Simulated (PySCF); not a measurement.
Below is a simulated gas-phase P 2p photoelectron spectrum of `[PH3]->[Cu+](<-[PH3])<-[PH3]` ([Cu(PH3)3]+).

Every computed line was given a Gaussian of 0.7 eV full width at half maximum and an area set by the number of equivalent atoms (split 2:1 within a doublet); the highest printed point is 100. Method: PySCF, delta-SCF UKS SCAN, pcX-2 on the ionised atom (unc-x2c-TZVPall on a metal), pcseg-1 elsewhere, spin-free X2C.

(binding energy (eV), intensity): (140.3, 0), (140.4, 1), (140.5, 2), (140.6, 6), (140.7, 12), (140.8, 23), (140.9, 38), (141.0, 57), (141.1, 77), (141.2, 93), (141.3, 100), (141.4, 97), (141.5, 85), (141.6, 69), (141.7, 54), (141.8, 46), (141.9, 44), (142.0, 46), (142.1, 50), (142.2, 51), (142.3, 48), (142.4, 40), (142.5, 30), (142.6, 20), (142.7, 12), (142.8, 7), (142.9, 3), (143.0, 1), (143.1, 1), (143.2, 0)

Problem. Count the maxima, the lines and the sites behind this envelope.

Solution. The curve has 2 maxima (at 141.3 and 142.2 eV). Under it lie 2 lines from 1 inequivalent phosphorus site, drawn as a 2p3/2, 2p1/2 pair.

Problem. Decompose the envelope and assign each component. Bonds: Cu1–P2, Cu1–P6, Cu1–P10. Hydrogens: H3, H4, H5 on P2; H7, H8, H9 on P6; H11, H12, H13 on P10.

Solution. 
```tsv
position (eV)	relative area	line	atoms	environment
141.31	2.00	P 2p3/2	P2/P6/P10	phosphorus bonded to Cu and 3 H
142.20	1.00	P 2p1/2	P2/P6/P10	phosphorus bonded to Cu and 3 H
```

Problem. What are the centre and the root-mean-square width of the whole band?

Solution. The area-weighted mean of the lines is 141.61 eV. Their own spread about it is 0.42 eV (rms) and each Gaussian has σ = 0.7/2.355 = 0.30 eV; the variances add, which gives 0.51 eV.

No satellites, vibrations or lifetime broadening are included. One atom of each set of topologically equivalent atoms was ionised and stands for the set; in this conformer not all members are related by symmetry, and their own values weren't computed. 2p3/2 and 2p1/2 are the ΔSCF energy of one spin-free 2p hole plus the eigenvalues of a spin–orbit and ligand-field matrix of the shell. 2p1/2 minus 2p3/2 (ligand field included): P 0.89 eV. The species carries charge +1, so core ionisation leaves charge +2. Isolated species at its PBE0-D3(BJ)/def2-SVP geometry, gas phase. Metal 2p energies of this one-determinant scheme are less reliable than its 1s energies.
